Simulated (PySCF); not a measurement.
A run for PySCF: R-M06-2X/6-31G* on C2HNO2 (a complex), monomers drawn apart or pushed together.

```python
from pyscf import gto, scf, dft, mp
from pyscf.data.elements import chemcore

mol = gto.M(
    atom='''
    O    -1.16938969   -0.74682711   -0.35087163
    C    -0.20303124   -0.12951649   -0.19348631
    O     0.76828343    0.49074969   -0.04811055
    C     0.57003452    0.41205548    2.77744630
    N    -0.39690796   -0.20287784    2.80353148
    H     1.46988118    0.98408128    2.74233421
    ''',
    basis='6-31g*',
    cart=True,
    charge=0, spin=0, verbose=3, max_memory=1800)
mf = dft.RKS(mol, xc='m062x')
mf.conv_tol = 1e-8
mf.max_cycle = 100
mf.kernel()
if not mf.converged:
    mf = mf.newton().run(mf.mo_coeff, mf.mo_occ)
```

It printed:

```
converged SCF energy = -281.896531021834
```

The run converged.

Cost: very roughly 2.3 core-seconds.
